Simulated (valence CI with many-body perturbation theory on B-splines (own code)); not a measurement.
The numbers below are computed, except where a source is named.
# Ladder of approximations for Pt XLVI

Method: configuration interaction combined with many-body perturbation theory (CI+MBPT): five valence electrons over a frozen Dirac-Fock core [Ar] 3d10, a basis of 9 s, 9 p, 8 d, 6 f, 3 g, 1 h functions for each j, with the one-electron correlation potential Σ1, the two-electron term Σ2, the three-electron term Σ3, Breit, model QED; selected CI, second order for the rest (own B-spline code, finite nucleus).

No measured spectrum was set against this ion. As an estimate, large intervals hold to a few tenths of a per cent, small ones and those within an open d or f shell to about a per cent. Among the levels kept, up to 360 cm⁻¹ of a level comes from second order outside the variational space, and about a tenth of that is noise between levels of different J, which matters for small intervals.

Each rung adds one term. CI alone is the Dirac-Coulomb CI over the frozen core; QED comes last and gives the full result, which names the levels. Energies are above (4s^2 4p1/2^2 4p3/2) J=3/2 on the same rung, in cm⁻¹.

Levels are named by their leading jj configuration (3d3/2^4 stands for four electrons in 3d with j = 3/2), which in mixed levels can hold well under half, so a name can repeat and another be missing. Letters in brackets count levels of one name in rising energy.

```tsv
Level	CI alone	Σ1	Σ2	Σ3	Breit	QED	Full
(4s^2 4p1/2 4p3/2^2) J=3/2	971606	+2381	+2497	+203	-11405	+1060	966342
(4s^2 4p1/2 4p3/2^2) J=5/2	1020380	+2390	+1846	+57	-11962	+1054	1013770
(4s^2 4p1/2 4p3/2^2) J=1/2	1080610	+2401	+996	-133	-11243	+1048	1073680
(4s^2 4p1/2^2 4d3/2) J=3/2	1366520	-2013	-1529	+305	-3177	-2529	1357580
(4s^2 4p1/2^2 4d5/2) J=5/2	1635670	-882	-3201	+300	-7667	-2519	1621700
(4s 4p1/2^2 4p3/2^2) J=5/2	1864070	+1193	+609	+414	-2998	-10296	1852990
(4s 4p1/2^2 4p3/2^2) J=1/2	1986050	+1391	-953	+212	-2298	-10734	1973670
(4s 4p1/2^2 4p3/2^2) J=3/2	2004750	+1331	-3119	+287	-3042	-10307	1989900
(4s^2 4p3/2^3) J=3/2	2061050	+4776	+3399	+22	-22624	+2048	2048670
(4s^2 4p1/2 4p3/2 4d3/2) J=5/2 [a]	2332470	+345	+906	+562	-15122	-1400	2317760
(4s^2 4p1/2 4p3/2 4d3/2) J=3/2 [a]	2336800	+380	+428	+553	-14671	-1570	2321920
(4s^2 4p1/2 4p3/2 4d3/2) J=1/2 [a]	2337990	+361	+661	+576	-14408	-1452	2323730
(4s^2 4p1/2 4p3/2 4d3/2) J=7/2	2381760	+370	+498	+397	-15878	-1361	2365790
(4s^2 4p1/2 4p3/2 4d3/2) J=5/2 [b]	2515980	+448	-7112	-21	-15082	-1516	2492700
(4s^2 4p1/2 4p3/2 4d3/2) J=3/2 [b]	2529840	+515	-9079	-57	-13999	-2148	2505070
(4s^2 4p1/2 4p3/2 4d3/2) J=1/2 [b]	2536700	+480	-7867	-26	-14105	-1851	2513330
(4s^2 4p1/2 4p3/2 4d5/2) J=7/2 [a]	2550760	+1283	+566	+629	-19270	-809	2533150
(4s^2 4p1/2 4p3/2 4d5/2) J=3/2 [a]	2585830	+1551	+244	+609	-18579	-1768	2567880
(4s^2 4p1/2 4p3/2 4d5/2) J=9/2	2605660	+1302	+175	+397	-20326	-818	2586390
```

The middle columns are the shifts that each term adds.

Task: How does the ionisation energy move along the ladder, and which term matters most?

Result: CI alone 2352.2, + Σ1 2353.8, + Σ2 2354.1, + Σ3 2353.8, + Breit 2352.0, + QED 2351.8 eV. The largest step is Breit, -1.8 eV. NIST lists 2350 ± 4 eV (theoretical).
